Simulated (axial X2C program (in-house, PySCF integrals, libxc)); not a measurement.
**Worked dissociation energy of ZrS⁻: PBE0, spin-free**

All values were computed with an in-house all-electron X2C program for linear molecules (integrals from PySCF). Spin-free means the one-electron spin-free X2C Hamiltonian. Basis: Zr dyall-acv3z [12s13p10d6f3g], S dyall-av3z [9s8p3d2f] (cores contracted in-house); Gaussian nuclei, density fitting, unrestricted open shells. Masses: Zr 89.905 u, S 31.972 u.

Molecular state: M_S = 1/2, Λ = 2 (beyond evenly filled blocks: δ+α).

* E(Zr) (2M_S = 2, M_L = 0): -3597.957328 hartree
* E(S-) (2M_S = 1, M_L = 0): -399.153652 hartree
* E(ZrS⁻) at Re: -3997.294780 hartree
* ωe: 492.0 cm⁻¹
* ωexe: 1.24 cm⁻¹

(1) Work out De and D0.

De is counted from the lowest determinant-based energies of the atoms at the same level, without counterpoise correction. Without a current term, density functionals place determinants with orbital angular momentum somewhat too high. The state is one determinant with fixed occupations, lowest in a PBE0 search at one distance only: followed along the bond, the 2c determinant Ω = 5/2 reaches 0.67 eV lower at PBE0, at Re = 2.495 Å, so the state shown is not the lowest. The highest occupied level of some functionals is positive through self-interaction error; at Hartree–Fock it is bound. The determinant is spin-polarised beyond a pure state at some levels (its spin-free form has ⟨S²⟩ too high), which makes Re and μ there less reliable.

Each atomic determinant is the lowest at this level and need not be a pure term. Totals compare only within one Hamiltonian and basis.

Answers

(1) De = -3597.957328 + (-399.153652) − (-3997.294780) = 0.18380 hartree = 5.001 eV. The zero-point energy is ωe/2 − ωexe/4 = 246 cm⁻¹ = 0.030 eV, so D0 = 4.971 eV.
